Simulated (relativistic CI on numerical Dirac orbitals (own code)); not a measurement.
Zr2+ (4d2) in a crystal field

Calculated by Dirac-Coulomb-Breit CI, separate exchange-only KLI orbitals for each configuration, QED by a radiative potential, valence Slater integrals scaled by 0.75, one configuration in a parametric crystal field (own radial code).

Field parameters in Wybourne normalisation: D3d B²₀ = −7Dσ, B⁴₀ = −14Dq − 21Dτ, B⁴₃ = −14√(10/7) Dq; D4h B²₀ = −7Ds, B⁴₀ = 21(Dq − Dt), B⁴₄ = 21√(5/14) Dq; Oh B⁴₀ = 21Dq, B⁴₄ = √(5/14) B⁴₀; Td as Oh with Dq negative (B⁴₀ = 21Dq, B⁴₄ = √(5/14) B⁴₀). The field is a parameter set, without covalency.

S is read from ⟨S²⟩ = S(S + 1).

Powder χT (cm³ K mol⁻¹) by Van Vleck's formula, with temperature-independent terms:

```tsv
Field	2 K	5 K	10 K	20 K	50 K	100 K	200 K	300 K
D3d, 10Dq = 24350, Dσ = 770, Dτ = 280 cm⁻¹	0.0923	0.102	0.119	0.152	0.251	0.405	0.632	0.772
D3d, 10Dq = 26300, Dσ = -590, Dτ = -410 cm⁻¹	0.21	0.504	0.746	0.853	0.892	0.905	0.923	0.94
D3d, 10Dq = 34450, Dσ = -30, Dτ = -300 cm⁻¹	0.13	0.324	0.573	0.75	0.828	0.853	0.882	0.907
D4h, 10Dq = 11200, Ds = -310, Dt = -310 cm⁻¹	0.0224	0.0561	0.113	0.228	0.426	0.531	0.637	0.729
D4h, 10Dq = 35100, Ds = -1230, Dt = -190 cm⁻¹	0.0614	0.093	0.115	0.15	0.251	0.407	0.635	0.774
Oh, 10Dq = 17400 cm⁻¹	0.0245	0.0593	0.0949	0.128	0.194	0.296	0.492	0.659
Oh, 10Dq = 27000 cm⁻¹	0.0492	0.0993	0.129	0.156	0.22	0.322	0.519	0.681
Td, 10Dq = -13900 cm⁻¹	0.902	0.902	0.903	0.904	0.909	0.916	0.931	0.946
```

(1) For D4h, 10Dq = 11200, Ds = -310, Dt = -310 cm⁻¹: what effective moment follows at 300 K?

Answers

(1) μ_eff = √(8χT) = 2.41 μB. The ground level has S = 1.00; the spin-only moment for S = 1 is 2.83 μB. The difference comes from the orbital moment, spin-orbit mixing of terms and temperature-independent paramagnetism, all larger in this ionic model than in covalent complexes. The ground level is a non-magnetic singlet, so χT starts at zero and rises through temperature-independent paramagnetism and the filling of excited levels.
